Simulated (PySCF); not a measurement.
C$_{6}$H$_{14}$O$_{3}$, charge +1, doublet, at a GFN2-xTB geometry (a state made from the parent by changing its charge; the spin is typed, not shown lowest); DF-HF/STO-3G (PySCF).

Here is a job for PySCF.
```python
from pyscf import gto, scf

mol = gto.M(
    atom='''
C    -4.321326    0.014499   -0.043546
O    -3.228898    0.692263    0.515243
C    -2.109303    0.857819   -0.264251
C    -1.135091   -0.385956   -0.141938
O     0.017743   -0.172476   -0.876243
C     1.142687    0.312111   -0.233221
C     2.111357   -0.877780    0.162838
O     3.200960   -0.420679    0.864504
C     4.319502    0.003234    0.133635
H    -5.166976    0.188381    0.620795
H    -4.132088   -1.066366   -0.090598
H    -4.549139    0.371046   -1.053015
H    -2.342428    0.994612   -1.327150
H    -1.571919    1.730054    0.122657
H    -1.647416   -1.249064   -0.578938
H    -0.941463   -0.549218    0.923576
H     0.908940    0.865371    0.682603
H     1.678259    0.949236   -0.944301
H     2.384671   -1.405251   -0.759055
H     1.552628   -1.542521    0.830083
H     4.140538    0.984223   -0.326719
H     5.137261    0.100482    0.846741
H     4.583740   -0.707404   -0.655812
''',
    basis='sto-3g',
    charge=1,
    spin=1,
    verbose=4,
)

mf = scf.UHF(mol)
mf = mf.density_fit(auxbasis='def2-universal-jkfit')
mf.kernel()
```

What the program printed (banner, timings and long lists left out):

```
PySCF version 2.14.0

[INPUT] verbose = 4
[INPUT] num. atoms = 23
[INPUT] num. electrons = 73
[INPUT] charge = 1
[INPUT] spin (= nelec alpha-beta = 2S) = 1
[INPUT] symmetry False subgroup None
[INPUT] Mole.unit = angstrom
[INPUT] Symbol           X                Y                Z      unit          X                Y                Z       unit  Magmom
[INPUT]  1 C     -4.321326000000   0.014499000000  -0.043546000000 AA   -8.166122634962   0.027399139080  -0.082290013820 Bohr   0.0
[INPUT]  2 O     -3.228898000000   0.692263000000   0.515243000000 AA   -6.101732904156   1.308187476170   0.973668157599 Bohr   0.0
[INPUT]  3 C     -2.109303000000   0.857819000000  -0.264251000000 AA   -3.986004983723   1.621042974448  -0.499362018142 Bohr   0.0
[INPUT]  4 C     -1.135091000000  -0.385956000000  -0.141938000000 AA   -2.145011116459  -0.729351136133  -0.268223946669 Bohr   0.0
[INPUT]  5 O      0.017743000000  -0.172476000000  -0.876243000000 AA    0.033529410628  -0.325932403060  -1.655859288567 Bohr   0.0
[INPUT]  6 C      1.142687000000   0.312111000000  -0.233221000000 AA    2.159365476101   0.589804310464  -0.440723816497 Bohr   0.0
[INPUT]  7 C      2.111357000000  -0.877780000000   0.162838000000 AA    3.989886481183  -1.658763797621   0.307719222672 Bohr   0.0
[INPUT]  8 O      3.200960000000  -0.420679000000   0.864504000000 AA    6.048937735688  -0.794968096356   1.633675793591 Bohr   0.0
[INPUT]  9 C      4.319502000000   0.003234000000   0.133635000000 AA    8.162675774511   0.006111374287   0.252533550656 Bohr   0.0
[INPUT] 10 H     -5.166976000000   0.188381000000   0.620795000000 AA   -9.764169532201   0.355988497072   1.173132529499 Bohr   0.0
[INPUT] 11 H     -4.132088000000  -1.066366000000  -0.090598000000 AA   -7.808514642602  -2.015139688548  -0.171205407433 Bohr   0.0
[INPUT] 12 H     -4.549139000000   0.371046000000  -1.053015000000 AA   -8.596626812578   0.701175319615  -1.989909955059 Bohr   0.0
[INPUT] 13 H     -2.342428000000   0.994612000000  -1.327150000000 AA   -4.426547386513   1.879544280206  -2.507950026217 Bohr   0.0
[INPUT] 14 H     -1.571919000000   1.730054000000   0.122657000000 AA   -2.970496400000   3.269328240708   0.231788137261 Bohr   0.0
[INPUT] 15 H     -1.647416000000  -1.249064000000  -0.578938000000 AA   -3.113165053226  -2.360388872054  -1.094034263103 Bohr   0.0
[INPUT] 16 H     -0.941463000000  -0.549218000000   0.923576000000 AA   -1.779107226411  -1.037871602681   1.745305695221 Bohr   0.0
[INPUT] 17 H      0.908940000000   0.865371000000   0.682603000000 AA    1.717647663662   1.635314186141   1.289932721806 Bohr   0.0
[INPUT] 18 H      1.678259000000   0.949236000000  -0.944301000000 AA    3.171449876086   1.793796067578  -1.784470269153 Bohr   0.0
[INPUT] 19 H      2.384671000000  -1.405251000000  -0.759055000000 AA    4.506375087193  -2.655539526271  -1.434406063482 Bohr   0.0
[INPUT] 20 H      1.552628000000  -1.542521000000   0.830083000000 AA    2.934041693331  -2.914942231390   1.568629530657 Bohr   0.0
[INPUT] 21 H      4.140538000000   0.984223000000  -0.326719000000 AA    7.824482828354   1.859911915498  -0.617409429692 Bohr   0.0
[INPUT] 22 H      5.137261000000   0.100482000000   0.846741000000 AA    9.708016320409   0.189883460449   1.600108588440 Bohr   0.0
[INPUT] 23 H      4.583740000000  -0.707404000000  -0.655812000000 AA    8.662013226214  -1.336799819422  -1.239305069203 Bohr   0.0

nuclear repulsion = 474.232938941796
number of shells = 41
number of NR pGTOs = 177
number of NR cGTOs = 59
basis = sto-3g
ecp = {}

******** <class 'pyscf.df.df_jk.DFUHF'> ********
method = DFUHF
initial guess = minao
damping factor = 0
level_shift factor = 0
DIIS = <class 'pyscf.scf.diis.CDIIS'>
diis_start_cycle = 1
diis_space = 8
diis_damp = 0
SCF conv_tol = 1e-09
SCF conv_tol_grad = None
SCF max_cycles = 50
direct_scf = False
number electrons alpha = 37  beta = 36
Set gradient conv threshold to 3.16228e-05
******** <class 'pyscf.df.df.DF'> ********
auxbasis = def2-universal-jkfit
init E= -455.865766798107

cycle= 1 E= -453.669299649445  delta_E=  2.2  |g|= 0.482  |ddm|= 4.03
cycle= 2 E= -453.823462752465  delta_E= -0.154  |g|= 0.189  |ddm|= 0.801
cycle= 3 E= -453.846524541127  delta_E= -0.0231  |g|= 0.0521  |ddm|= 0.261
cycle= 4 E= -453.852994226323  delta_E= -0.00647  |g|= 0.0361  |ddm|= 0.145
cycle= 5 E= -453.859878614059  delta_E= -0.00688  |g|= 0.0422  |ddm|= 0.179
cycle= 6 E= -453.860298647071  delta_E= -0.00042  |g|= 0.0419  |ddm|= 0.0106
cycle= 7 E= -453.874092305179  delta_E= -0.0138  |g|= 0.018  |ddm|= 0.506
cycle= 8 E= -453.872612186754  delta_E= 0.00148  |g|= 0.0295  |ddm|= 0.134
cycle= 9 E= -453.874569049095  delta_E= -0.00196  |g|= 0.0065  |ddm|= 0.194
cycle= 10 E= -453.87461775809  delta_E= -4.87e-05  |g|= 0.00359  |ddm|= 0.0432
cycle= 11 E= -453.874643720952  delta_E= -2.6e-05  |g|= 0.000544  |ddm|= 0.0189
cycle= 12 E= -453.874643585994  delta_E= 1.35e-07  |g|= 0.000663  |ddm|= 0.00379
cycle= 13 E= -453.874644231107  delta_E= -6.45e-07  |g|= 5.16e-05  |ddm|= 0.00275
cycle= 14 E= -453.874644232683  delta_E= -1.58e-09  |g|= 5.59e-05  |ddm|= 0.000363
cycle= 15 E= -453.874644237545  delta_E= -4.86e-09  |g|= 1.01e-05  |ddm|= 0.000203
cycle= 16 E= -453.874644237778  delta_E= -2.32e-10  |g|= 3.93e-06  |ddm|= 4.1e-05
Extra cycle  E= -453.874644237798  delta_E= -2.02e-11  |g|= 2.37e-06  |ddm|= 6.88e-06
converged SCF energy = -453.874644237798  <S^2> = 0.76128557  2S+1 = 2.0112539
```
